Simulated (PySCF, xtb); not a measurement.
C2H5FN2Si, SMILES F[C@H]1N=C[Si@H]1N.

GFN2-xTB in xtb at its own geometry gives an orbital gap of 2.66 eV and a dipole moment of 4.50 D.

The structure is a stationary point at PBE0-D3(BJ)/def2-SVP. The structure was generated by enumeration; whether it is a known compound was not checked. The values are those of a single conformer.

Task: What does PySCF with B3LYP/def2-TZVP give? (Estimate from the structure and the level; the computed values follow.)

Result: gap 5.48 eV (levels -6.83 and -1.35 eV), dipole 3.33 D.
